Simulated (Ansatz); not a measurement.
CH$_{7}$BOSi, SMILES `B[SiH2]OC`, one more setting.

```yaml
crystal:
  periodic: [false, false, false]
  atoms:
    - {symbol: B, position_ang: [-1.704918, 1.494811, -0.846519]}
    - {symbol: Si, position_ang: [-0.696592, 0.289237, 0.365885]}
    - {symbol: O, position_ang: [0.694123, -0.283957, -0.512317]}
    - {symbol: C, position_ang: [1.623281, -1.044244, 0.077319]}
    - {symbol: H, position_ang: [-1.369315, 1.849484, -1.887769]}
    - {symbol: H, position_ang: [-2.830537, 2.035084, -0.364118]}
    - {symbol: H, position_ang: [-0.416056, 0.974016, 1.671078]}
    - {symbol: H, position_ang: [-1.483130, -1.034332, 0.787770]}
    - {symbol: H, position_ang: [2.094872, -0.675732, 1.072595]}
    - {symbol: H, position_ang: [1.101221, -2.076132, 0.543936]}
    - {symbol: H, position_ang: [2.496429, -1.272534, -0.484211]}
basis:
  gaussian: {orbitals: def2-TZVP}
total_charge: 1
magnetization: {spin_polarized: false, initial_magnetization: 1}
hamiltonian: {xc: {name: PBE0}}
output: {forces: true}
```

```sh
$ ansatz run in.yaml --threads 2 --pin off --events-out ev --progress --plain --max-ram 4352MiB
```

Output, abridged:

```
Functional definition: PBE0
1076 factors; their error is unknown
mean field evaluation 1: about -11719.9582 eV, gradient 8.2e1 eV
mean field evaluation 2: about -11585.2432 eV, gradient 2.0e2 eV
mean field evaluation 4: about -11732.4291 eV, gradient 2.6e1 eV
mean field evaluation 8: about -11734.4062 eV, gradient 3.9e0 eV
mean field evaluation 16: about -11719.9582 eV, gradient 8.2e1 eV
mean field evaluation 32: about -11733.8080 eV, gradient 5.8e0 eV
mean field evaluation 64: about -11696.6660 eV, gradient 4.7e1 eV
mean field -11734.48711158 eV, -431.2344474294 hartree, gradient 2.6e-5 eV, S^2 0.750000; 7 other end points of the search recorded, 0 dependent functions left out
reference -11734.48714966 eV, -431.2344488290 hartree; 20, 19 occupied and 152, 153 virtual orbitals, 1076 factors
Total energy: -11734.48714966 eV, -431.2344488290 hartree
Atom 0 at    -1.704918     1.494811    -0.846519 Å, force    -2.537173     1.126148     1.362986 eV/Å
Atom 1 at    -0.696592     0.289237     0.365885 Å, force    -1.591462    -0.398415     0.602686 eV/Å
Atom 2 at     0.694123    -0.283957    -0.512317 Å, force    -0.186435    -0.296241     0.635435 eV/Å
Atom 3 at     1.623281    -1.044244     0.077319 Å, force     0.367655    -1.871515     2.951854 eV/Å
Atom 4 at    -1.369315     1.849484    -1.887769 Å, force     0.414835     0.166039    -0.949793 eV/Å
Atom 5 at    -2.830537     2.035084    -0.364118 Å, force     2.044539    -1.154255    -0.672187 eV/Å
Atom 6 at    -0.416056     0.974016     1.671078 Å, force     0.569370    -0.312230    -0.245030 eV/Å
Atom 7 at    -1.483130    -1.034332     0.787770 Å, force     0.754578     0.966263    -0.648218 eV/Å
Atom 8 at     2.094872    -0.675732     1.072595 Å, force    -1.160560    -0.000322    -0.701259 eV/Å
Atom 9 at     1.101221    -2.076132     0.543936 Å, force     1.042540     2.079134    -1.031812 eV/Å
Atom 10 at     2.496429    -1.272534    -0.484211 Å, force     0.282113    -0.304606    -1.304663 eV/Å
Dipole moment:     0.367536    -0.368585     0.284268 e Å
```

Hardware: 2 threads of an Arm Neoverse V2 on a shared host. Wall time 11 s, peak host memory 0.51 GiB.
